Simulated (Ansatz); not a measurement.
```yaml
crystal:
  periodic: [false, false, false]
  atoms:
    - {symbol: C, position_ang: [-0.984813, -0.224434, -0.155013]}
    - {symbol: Si, position_ang: [0.834640, 0.244635, 0.250841]}
    - {symbol: Ga, position_ang: [-1.119848, -2.055199, 0.181499]}
    - {symbol: H, position_ang: [-0.981493, -0.274431, -1.454534]}
    - {symbol: H, position_ang: [-1.539876, 0.556722, 0.116249]}
    - {symbol: H, position_ang: [1.085112, 1.895523, -0.068710]}
    - {symbol: H, position_ang: [1.864726, -0.309103, -0.554940]}
    - {symbol: H, position_ang: [1.106198, 0.061181, 1.675674]}
basis:
  gaussian: {orbitals: STO-3G}
hamiltonian: {xc: {name: HF}}
correlation: {method: mp2, frozen_orbitals: {C: 0}}
accuracy: high
output: {forces: true}
```

```sh
$ ansatz run in.yaml --threads 2 --pin off --events-out ev --progress --plain --max-ram 4352MiB
```

Output, abridged:

```
Functional definition: HF
Error: "frozen_orbitals" has no count for Si
```

(1) What is wrong with this run?

Answers

(1) Frozen orbitals are typed for one element alone, and the program wants a count for each. The program refused the input.
